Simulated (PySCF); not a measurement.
CH4F2OSi, SMILES C[Si](O)(F)F.

Geometry optimised at ωB97X-D3(BJ)/def2-SVP. One conformer was computed; it need not be the lowest.

Computed with PySCF 2.14.0 with TDDFT-PBE/def2-SVPD.

Vertical excitations.  State labels are in the subgroup Cs.

Computed UV-visible absorptions:
| state | symmetry | energy (eV) | λ (nm) | f | main pairs |
|---|---|---|---|---|---|
| S1 | A" | 7.68 | 161 | 0.022 | HOMO→LUMO 99 % |
| S2 | A' | 8.10 | 153 | 0.095 | HOMO−1→LUMO 99 % |
| S3 | A' | 8.50 | 146 | 0.055 | HOMO−2→LUMO 98 % |
| S4 | A" | 8.62 | 144 | 0.005 | HOMO→LUMO+1 99 % |
| S5 | A" | 8.95 | 139 | 0.003 | HOMO−3→LUMO 99 % |
| S6 | A' | 9.10 | 136 | 0.041 | HOMO−1→LUMO+1 98 % |
| S7 | A" | 9.29 | 134 | 0.000 | HOMO→LUMO+2 98 % |
| S8 | A" | 9.42 | 132 | 0.022 | HOMO−4→LUMO 98 % |
| S9 | A' | 9.43 | 131 | 0.001 | HOMO−2→LUMO+1 98 % |
| S10 | A' | 9.59 | 129 | 0.023 | HOMO−5→LUMO 91 % |
| T1 | A" | 7.40 | 168 | 0 | HOMO→LUMO 99 % |
| T2 | A' | 7.88 | 157 | 0 | HOMO−1→LUMO 100 % |
| T3 | A' | 8.21 | 151 | 0 | HOMO−2→LUMO 99 % |
| T4 | A" | 8.49 | 146 | 0 | HOMO→LUMO+1 99 % |
Triplets are in the Tamm–Dancoff approximation, which puts them higher than full response would, so one can lie above its singlet here.
